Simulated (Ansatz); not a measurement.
CH4FNSSi, one more setting.

```yaml
crystal:
  periodic: [false, false, false]
  atoms:
    - {symbol: F, position_ang: [1.817265, 0.094954, -2.678273]}
    - {symbol: Si, position_ang: [0.737734, 0.973842, -1.848587]}
    - {symbol: N, position_ang: [0.325312, -0.200117, -0.671675]}
    - {symbol: C, position_ang: [-0.604451, 0.028511, 0.391570]}
    - {symbol: S, position_ang: [0.286973, 0.069681, 1.990781]}
    - {symbol: H, position_ang: [-1.101053, 0.987986, 0.227043]}
    - {symbol: H, position_ang: [0.776148, -1.106622, -0.643768]}
    - {symbol: H, position_ang: [-1.365555, -0.752479, 0.442085]}
    - {symbol: H, position_ang: [-0.783873, -0.142058, 2.773725]}
basis:
  gaussian: {orbitals: aug-cc-pVTZ, point_charges: [{charge: 2.00, position_ang: [6.675, 0.870, -0.346]}]}
hamiltonian: {xc: {name: wB97X-V}}
```

```sh
$ ansatz run in.yaml --threads 4 --pin off --events-out ev --progress --plain --max-ram 10444MiB
```

It prints (some lines left out):

```
Functional definition: wB97X-V
1556 factors; their error is unknown
487 factors; integrals over basis functions are off by at most 2.8e-5 eV
mean field evaluation 1: about -24015.6630 eV, gradient 5.9e1 eV
mean field evaluation 2: about -24014.5923 eV, gradient 6.5e1 eV
mean field evaluation 4: about -24022.1134 eV, gradient 1.6e0 eV
mean field evaluation 8: about -24022.1231 eV, gradient 4.9e-2 eV
mean field evaluation 16: about -24022.1544 eV, gradient 1.1e-4 eV
mean field -24022.15438108 eV, -882.7978907036 hartree, gradient 5.0e-5 eV, S^2 0.000000; 0 other end points of the search recorded, 0 dependent functions left out
reference -24022.15437793 eV, -882.7978905880 hartree; 28, 28 occupied and 302, 302 virtual orbitals, 1556 factors
Total energy: -24022.15437793 eV, -882.7978905880 hartree
```

Hardware: 4 threads of an Intel Xeon on a shared host. Wall time 9.5 s, peak host memory 1.2 GiB.
